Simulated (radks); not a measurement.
Results of a calculation; reference values are marked as such.
Spherical quantum dot in the effective-mass picture: electrons in a well V = -V0 / (1 + exp((r - R)/a)) with V0 = 18.3, R = 3.46, a = 0.29, all in effective atomic units (hartree* = m*/eps^2 hartree, bohr* = eps/m* bohr), one dielectric constant everywhere. Level of theory: non-relativistic Kohn-Sham, LDA (Slater exchange, Perdew-Wang correlation), spin-polarised, spherical densities (a radial shooting solver with Libxc functionals). Levels are named by radial order and angular momentum (1s, 1p, 1d, 2s, ...), and open shells are averaged over m.

N = 17, configuration 1s2 1p6 1d(up 5, down 4). This is the lowest configuration that the search found. Occupied and some empty levels:

level,occupation,eigenvalue (hartree*),<r> (bohr*)
1s up,1,-10.691,1.981
1s down,1,-10.675,1.979
1p up,3,-10.372,2.139
1p down,3,-10.356,2.138
1d up,5,-9.8785,2.261
1d down,4,-9.8618,2.261
1f up,0,-9.2401,2.362
1f down,0,-9.2234,2.362
2s up,0,-9.1862,1.589
2s down,0,-9.1776,1.589
2p up,0,-8.3826,1.847
2p down,0,-8.3719,1.847

Energy (hartree*): total -230.251, kinetic 17.526, external -300.27, Hartree 60.258, exchange-correlation -7.7696.

Electron density:

r (bohr*),n(r) (e/bohr*^3)
0.202,0.02404
0.427,0.03051
0.652,0.04337
0.877,0.06473
1.10,0.09605
1.33,0.1367
1.55,0.1818
1.78,0.2209
2.00,0.2389
2.23,0.2229
2.45,0.1722
2.68,0.1047
2.90,0.04730
3.13,0.01503
3.35,0.003273
3.58,0.0005006
3.80,0.00005865
4.03,5.778e-06
4.25,5.244e-07
4.48,4.664e-08
